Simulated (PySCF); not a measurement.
# Bond lengths and vibrations by method: BH2OSi anion

Calculated results; nothing here was measured. The program is PySCF 2.14.0, an open-source quantum chemistry code, run on an isolated molecule that a program drew, which may never have been made. The molecule is BH2OSi anion (charge -1, singlet), drawn as the SMILES string `O=B[SiH2-]`.

The geometry was optimised and harmonic frequencies were computed with HF and MP2, all in the aug-cc-pV(D+d)Z basis, for the commonest isotopes, with a restricted reference for singlets and an unrestricted one otherwise, and a frozen core in MP2. Each result is a local minimum of its method.

Geometry at the HF minimum:
```xyz
5
BH2OSi anion, angstrom
O    -2.6117    3.2982   -0.6739
B    -1.8114    2.8590   -1.4665
Si   -0.5739    2.1144   -2.9240
H     0.5503    3.1180   -2.6695
H    -0.0261    0.9757   -2.0644
```

Lengths of the bonds as drawn, in Å (atoms numbered as above):
```
  bond     HF    MP2
 O1-B2  1.209  1.245
B2-Si3  2.052  2.031
Si3-H4  1.528  1.531
Si3-H5  1.528  1.531
```

Rotational constants, in GHz:
| constant | HF | MP2 |
|---|---|---|
| A | 111.8 | 110.8 |
| B | 4.175 | 4.158 |
| C | 4.147 | 4.135 |

Harmonic frequencies in cm^-1, each column in rising order, so a row needn't be the same motion in every method:
| rank | HF | MP2 |
|---|---|---|
| 1 | 312 | 285 |
| 2 | 336 | 307 |
| 3 | 458 | 466 |
| 4 | 718 | 636 |
| 5 | 752 | 702 |
| 6 | 1014 | 952 |
| 7 | 1958 | ? |
| 8 | 2023 | 2011 |
| 9 | 2043 | 2017 |

**Estimate the missing MP2 frequency from the HF column.**

A single factor s that minimises the squared misfit of MP2 against s times HF over the other rows is sum(HF x MP2) / sum(HF^2) = 0.9767, with an rms misfit of 35 cm^-1. For rank 7 it gives 0.9767 x 1958 = 1912 cm^-1. The calculation gives 1760 cm^-1, 152 cm^-1 below the estimate. The drawn bonds are on average 0.6 % longer in MP2 than in HF.
